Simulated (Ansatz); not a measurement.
AlGeH4NO, SMILES `[NH2][Al]1[O][GeH2]1`. Total charge 0; spin multiplicity 1.

Cartesian coordinates in Å:
```
N 2.078 -0.011 0.701
Al 0.410 0.024 0.164
O -1.027 0.867 0.521
Ge -1.664 -0.262 -0.835
H 2.460 0.577 1.425
H 2.786 -0.622 0.328
H -2.814 -1.145 -0.300
H -2.229 0.573 -2.005
```

**Question.** What are the harmonic wavenumbers in cm⁻¹ at PBE0-D4/def2-TZVP (Ansatz, finite differences of forces, unscaled)? (An estimate is asked.)

**Answer.** Computed: 144, 149, 274, 339, 350, 391, 503, 587, 640, 657, 784, 886, 962, 1557, 2104, 2110, 3608, 3702.

**Question.** Is this a minimum?

**Answer.** Yes, all 18 modes are real.

**Question.** Give the ideal-gas thermochemistry at 298.15 K and 1 bar (rigid rotor, harmonic oscillator; point group Cs, symmetry number 1).

**Answer.** Zero-point energy 118.1 kJ/mol; H(298) − E = 137.6 kJ/mol; entropy 333.7 J/(mol·K), of which translation 169.9, rotation 110.5, vibration 53.3; G(298) − E = 38.1 kJ/mol.

**Question.** And at 400, 500, 600, 800 and 1000 K?

**Answer.** 
```csv
T (K),H − E (kJ/mol),S (J/mol/K),G − E (kJ/mol)
400,148.6,365.4,2.5
500,160.7,392.2,-35.4
600,173.5,415.7,-75.9
800,201.3,455.5,-163.1
1000,230.8,488.4,-257.6
```

**Question.** Rotational constants (cm⁻¹)?

**Answer.** 0.5039, 0.0589, 0.05379.
